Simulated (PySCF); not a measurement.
A side-by-side comparison of computed properties.

First species: Silicon tetrafluoride, SiF4.
Z-matrix (Å and degrees, GFN2-xTB geometry), rows numbered from 1:
```
F 
Si  1  1.5659
F   2  1.5660  1  109.47
F   2  1.5660  1  109.51  3   120.00
F   2  1.5660  1  109.43  3  -120.02
```

Second species: C2H10OS2Si2.
Cartesian coordinates in Å at the GFN2-xTB level; atoms count from 1:
```
atom  x, y, z in Å
C1    -3.2018    1.4494    0.0769
O2    -2.9426    0.1592   -0.4016
Si3   -1.8034   -0.8996   -0.0023
S4     0.0897    0.1216    0.0624
Si5    1.4640   -1.5199    0.1721
S6     3.3864   -0.7915    0.7377
C7     3.4951    0.7806   -0.1806
H8    -3.6927    1.4002    1.0511
H9    -2.2759    2.0195    0.1713
H10   -3.8624    1.9421   -0.6368
H11   -1.9757   -1.4873    1.3207
H12   -1.8517   -1.8168   -1.1200
H13    1.5048   -2.1413   -1.1453
H14    1.0812   -2.4420    1.2223
H15    2.5722    1.3358   -0.0489
H16    3.6744    0.5743   -1.2308
H17    4.3314    1.3278    0.2408
```

Levels: CAM-B3LYP/def2-SVPD for dipole moment, HOMO energy, LUMO energy, HOMO–LUMO gap, static isotropic polarisability and electronic spatial extent ⟨r²⟩ about the centre of nuclear charge; TDDFT CAM-B3LYP/def2-SVPD for lowest singlet excitation; TDA CAM-B3LYP/def2-SVPD for lowest triplet excitation (Tamm–Dancoff). Geometries: GFN2-xTB. Each structure is a single optimised conformer of the isolated species, non-relativistic unless stated. Electronic properties by PySCF.

The conformers computed, where there is a choice (atom-mapped SMILES and torsion angles):
- `[CH3:1][O:2][SiH2:3][S:4][SiH2:5][S:6][CH3:7]`: C1–O2–Si3–S4 -47°, O2–Si3–S4–Si5 -168°, Si3–S4–Si5–S6 -166°, S4–Si5–S6–C7 -39°

| property | column X | column Y |
| --- | --- | --- |
| dipole moment | 0.00 D | 1.34 D |
| HOMO energy | -14.56 eV | -8.29 eV |
| LUMO energy | 0.29 eV | 0.50 eV |
| HOMO–LUMO gap | 14.85 eV | 8.79 eV |
| lowest singlet excitation | 11.12 eV | 5.40 eV |
| lowest triplet excitation (Tamm–Dancoff) | 10.80 eV | 5.05 eV |
| static isotropic polarisability | 22.5 au | 122.9 au |
| electronic spatial extent ⟨r²⟩ about the centre of nuclear charge | 389 bohr² | 2473 bohr² |

(1) Which column belongs to which species?

(2) How does each property change from the first species to the second?

## Answers

(1) Column X is the first species and column Y the second. The first has 5 atoms and 50 electrons, the second 17 and 90.

(2) dipole moment +1.34 D; HOMO energy +6.27 eV; LUMO energy +0.21 eV; HOMO–LUMO gap -6.06 eV; lowest singlet excitation -5.72 eV; lowest triplet excitation (Tamm–Dancoff) -5.75 eV; static isotropic polarisability +100.4 au; electronic spatial extent ⟨r²⟩ about the centre of nuclear charge +2084 bohr².

On the first: The polarisability is 3.33 Å³ as a volume (1 au = 0.148185 Å³), or 0.45 au for each of the 50 electrons. The principal polarisabilities are 22.4, 22.5 and 22.5 au; their mean is the isotropic value.

On the second: In wavenumbers S1 is 43500 cm⁻¹ (1 eV = 8065.54 cm⁻¹). S1 lies 3.39 eV below the HOMO–LUMO gap; its leading configuration is HOMO→LUMO, weight 0.57.
